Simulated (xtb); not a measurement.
C6H5O (SMILES Oc1c[c]ccc1), doublet, at a GFN2-xTB geometry; GFN1-xTB (xtb 6.7.1).

xtb was given this input:
```
$ xtb mol.xyz --gfn 1 --uhf 1 --hess --json

# file mol.xyz
12

O     -2.26745109     0.04900751    -0.04407530
C     -0.90878131     0.00479194    -0.01862883
C     -0.28778686    -1.24945281    -0.08708222
C      1.07058195    -1.27637353    -0.06051965
C      1.88638811    -0.18568950     0.02726349
C      1.25874993     1.05531763     0.09471935
C     -0.12137824     1.14673295     0.07188874
H     -2.56875278     0.96399006     0.00902401
H     -0.89964724    -2.13451201    -0.15727072
H      2.96166543    -0.26373796     0.04460819
H      1.85681909     1.95241617     0.16540174
H     -0.59711732     2.11782365     0.12499382
```

It wrote (shortened):

```
   ID    Z sym.   atoms
    1    8 O      1
    2    6 C      2-7
    3    1 H      8-12

           -------------------------------------------------
          |                Calculation Setup                |
           -------------------------------------------------

           -------------------------------------------------
          |                 G F N 1 - x T B                 |
           -------------------------------------------------

          ...................................................
          :                      SETUP                      :
          :.................................................:
          :  # basis functions                  38          :
          :  # atomic orbitals                  38          :
          :  # shells                           24          :
          :  # electrons                        35          :
          :  # halogen bonds                     0          :
          :  max. iterations                   250          :
          :  Hamiltonian                  GFN1-xTB          :
          :  restarted?                      false          :
          :  GBSA solvation                  false          :
          :  PC potential                    false          :
          :  electronic temp.          300.0000000     K    :
          :  accuracy                    1.0000000          :
          :  -> integral cutoff          0.2500000E+02      :
          :  -> integral neglect         0.1000000E-07      :
          :  -> SCF convergence          0.1000000E-05 Eh   :
          :  -> wf. convergence          0.2000000E-04 e    :
          :  Broyden damping             0.4000000          :
          :  net charge                          0          :
          :  unpaired electrons                  1          :
          ...................................................

 iter      E             dE          RMSdq      gap      omega  full diag
   1    -20.2310851 -0.202311E+02  0.963E+00    2.83       0.0  T
   2    -20.2618227 -0.307376E-01  0.573E+00    2.70       1.0  T
   3    -20.2543048  0.751791E-02  0.990E-01    2.91       1.0  T
   4    -20.2642416 -0.993679E-02  0.158E-01    2.72       1.0  T
   5    -20.2646117 -0.370145E-03  0.443E-02    2.76       1.0  T
   6    -20.2646287 -0.169453E-04  0.642E-03    2.76       4.5  T
   7    -20.2646289 -0.228009E-06  0.223E-03    2.76      12.9  T
   8    -20.2646289 -0.184181E-07  0.691E-04    2.76      41.8  T
[...]
         :: total energy             -19.965072263469 Eh    ::
[...]

    mode    ω/cm⁻¹     T·S(HO)/kcal·mol⁻¹    T·S(FR)/kcal·mol⁻¹   T·S(vib)
   ------------------------------------------------------------------------
       1    198.30    -0.64067 ( 99.60%)    -0.64826 (  0.40%)    -0.64070
   ------------------------------------------------------------------------

   temp. (K)  partition function   enthalpy   heat capacity  entropy
                                   cal/mol     cal/K/mol   cal/K/mol   J/K/mol
 298.15  VIB   4.76                 1910.677     16.874      9.510
         ROT  0.157E+06              888.752      2.981     26.754
         INT  0.746E+06             2799.430     19.855     36.264
         TR   0.869E+27             1481.254      4.968     39.487
         TOT                        4280.6837    24.8231    75.7506   316.9405

       T/K    H(0)-H(T)+PV         H(T)/Eh          T*S/Eh         G(T)/Eh
   ------------------------------------------------------------------------
    298.15    0.682170E-02    0.951779E-01    0.359916E-01    0.591864E-01
   ------------------------------------------------------------------------

         :::::::::::::::::::::::::::::::::::::::::::::::::::::
         ::                  THERMODYNAMIC                  ::
         :::::::::::::::::::::::::::::::::::::::::::::::::::::
         :: total free energy         -19.905885871288 Eh   ::
         ::.................................................::
         :: total energy              -19.965072263471 Eh   ::
         :: zero point energy           0.088356244841 Eh   ::
         :: G(RRHO) w/o ZPVE           -0.029169852657 Eh   ::
         :: G(RRHO) contrib.            0.059186392183 Eh   ::
         :::::::::::::::::::::::::::::::::::::::::::::::::::::

           -------------------------------------------------
          | TOTAL ENERGY              -19.965072263471 Eh   |
          | TOTAL ENTHALPY            -19.869894314896 Eh   |
          | TOTAL FREE ENERGY         -19.905885871288 Eh   |
          | GRADIENT NORM               0.009476474071 Eh/α |
          | HOMO-LUMO GAP               2.759654926580 eV   |
           -------------------------------------------------
########################################################################
[WARNING] Runtime exception occurred
-1- hessian_numhess: Hessian on incompletely optimized geometry!
########################################################################

normal termination of xtb
```
